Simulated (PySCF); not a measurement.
Gas-phase equilibrium of 1 mol SnCl4, 0.14 mol H2O at 600 K and 10.0 bar, among 27 species (ClO, SnCl4, O2, HCl, O, SnH2, HO2, SnO, SnHCl3, SnCl3, H2O, H, HOCl, H2O2, O3, H2, SnH4, SnCl2, SnH2Cl2, Cl, Cl2, SnO2, SnH3Cl, Sn2O2, SnHCl, Sn(OH)2, OH). Only gases are allowed; each row takes one source of thermochemistry for all species, and Cantera finds the minimum.

Computed with PySCF and rigid-rotor harmonic-oscillator thermochemistry at 1 bar. † marks an energy on the PBE0/def2-TZVP geometry and frequencies; other levels use their own. Open shells (unrestricted) among the columns below: O2 (multiplicity 3); the rest are closed-shell singlets. B3LYP is the form with VWN-RPA correlation. Sn: scalar-relativistic def2 core potential, no spin-orbit coupling. The harmonic model lacks anharmonicity and excited electronic states, which grow with temperature; levels with a mode under 35 cm⁻¹ are left out. Soft modes under 120 cm⁻¹ make the harmonic entropy rough for SnCl4, SnCl2.

Molecules larger than those listed are left out. Also missing: (SnO)n, which can matter at low temperature or high pressure.

Mole fractions:

```json
[
 {"thermochemistry": "B3LYP/def2-TZVP†", "x SnCl4": "0.88", "x H2O": "0.12", "x HCl": "9.7e-5", "x SnCl2": "4.8e-5", "x O2": "2.4e-5"},
 {"thermochemistry": "PBE/def2-TZVP†", "x SnCl4": "0.88", "x H2O": "0.12", "x HCl": "6.4e-5", "x SnCl2": "3.2e-5", "x O2": "1.6e-5"},
 {"thermochemistry": "PBE0/def2-QZVP†", "x SnCl4": "0.88", "x H2O": "0.12", "x HCl": "8.9e-6", "x SnCl2": "4.5e-6", "x O2": "2.2e-6"},
 {"thermochemistry": "PBE0/def2-TZVP", "x SnCl4": "0.88", "x H2O": "0.12", "x HCl": "1.3e-5", "x SnCl2": "6.5e-6", "x O2": "3.2e-6"},
 {"thermochemistry": "r2SCAN/def2-TZVP†", "x SnCl4": "0.88", "x H2O": "0.12", "x HCl": "1.1e-5", "x SnCl2": "5.3e-6", "x O2": "2.7e-6"},
 {"thermochemistry": "ωB97M-V/def2-TZVP†", "x SnCl4": "0.88", "x H2O": "0.12", "x HCl": "4.4e-6", "x SnCl2": "2.1e-6", "x O2": "1.1e-6"}
]
```
The most sensitive of these is SnCl2: it spans a factor of 10^1.4 over these rows; at this temperature one factor of ten is RT ln 10 = 11 kJ/mol.
